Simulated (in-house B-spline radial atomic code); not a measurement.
Results of a calculation; reference values are marked as such.
Building a PAW s channel for Nb, r_c = 3.06 bohr

Nb, [Kr] 4d4 5s1, non-relativistic PBE, spherical and spin-unpolarised, from a B-spline radial code for spherical atoms (atomic units; all potentials screened as in the neutral atom).

Two all-electron partial waves φ1, φ2 are integrated outwards at E1 = ε(5s) = -0.136618 and E2 = E1 + 2 hartree; φ1 is the bound orbital and φ2 has unit norm inside r_c = 3.0612 bohr. Smooth partners are polynomials, r^1(a0 + a1 r² + a2 r⁴ + a3 r⁶), matched to φ and three derivatives at r_c, with no condition on the norm. The local potential is -2.59605 + (0.644655) r² + (-0.0665949) r⁴ + (0.00250399) r⁶ inside 2.6212 bohr and the all-electron one outside.

| wave | φ(r_c) | φ'(r_c) | a0 | a1 | a2 | a3 |
| --- | --- | --- | --- | --- | --- | --- |
| 1 | 0.5647265 | 0.02755522 | 0.1318143 | 0.02989413 | -0.003687489 | 0.0001170775 |
| 2 | 0.9431517 | 0.8469453 | -2.888984 | 0.7737143 | -0.05897662 | 0.001367909 |

Inside r_c the overlaps are <φi φj> = [[0.31664, -0.11308], [-0.11308, 1.00000]] and, for the smooth waves, [[0.35858, -0.64404], [-0.64404, 6.62565]]. With χj = (Ej − T − V_local) applied to smooth wave j, the program's quadrature gives the matrix B_ij = <smooth i, χj> as [[0.16983, -2.17800], [-1.11607, 18.05990]].

Check the match of the first wave, and find the augmentation charges q_ij.

At r_c the four terms are 0.40351, 0.85755, -0.99126, 0.29493, which sum to 0.5647, φ1(r_c) to rounding. q_ij is the all-electron overlap less the smooth one: [[-0.04194, 0.53097], [0.53097, -5.62565]]. The smooth first wave has a norm of 0.3586 inside r_c against 0.3166, so q11 is negative and must stay small enough for the overlap operator to be positive.

B isn't symmetric. Show that D_ij = B_ij + Ej q_ij is.

Integrating by parts gives B12 − B21 = (E1 − E2) q12: -2.17800 − (-1.11607) = -1.06193, and −2 × (0.53097) = -1.06193. So D12 = -2.17800 + (1.863382)(0.53097) = -1.18861 and D21 = -1.11607 + (-0.136618)(0.53097) = -1.18861; D11 = 0.17556, D22 = 7.57717. The projectors, p = (B⁻¹)ᵀ χ, are dual to the smooth waves; det B = 0.64.

Solving (T + V_local + Σ p D p) ψ = E (1 + Σ p q p) ψ in a sphere of 9 bohr, whose wall lifts the free-atom level a little, gives these levels:

```json
{"all-electron": "-0.134154", "one projector": "-0.134154", "two projectors": "-1.256500"}
{"all-electron": "0.131711", "one projector": "0.022457", "two projectors": "-0.134154"}
{"all-electron": "0.517770", "one projector": "0.141435", "two projectors": "0.131588"}
{"all-electron": "1.064670", "one projector": "0.533289", "two projectors": "0.517065"}
{"all-electron": "1.762020", "one projector": "1.079750", "two projectors": "1.063610"}
```

What does the second projector gain?

With one projector the errors are 0.00 millihartree, and the level at 0.0225 is out of step with the all-electron series: an extra state, or one far too low, so the pairing ends there; skipping it, the next levels are off by +9.7, +15.5, +15.1 millihartree. With two a ghost lies below the reference level, so the set fails. The lowest eigenvalue of the overlap operator is 0.7077 with one and 0.01722 with two projectors. The smooth orbital alone needs a cutoff of 1.77 hartree for 1 millihartree of kinetic energy, against 2.6 for a norm-conserving Troullier-Martins orbital of the same radius, which is no gain while the set fails.
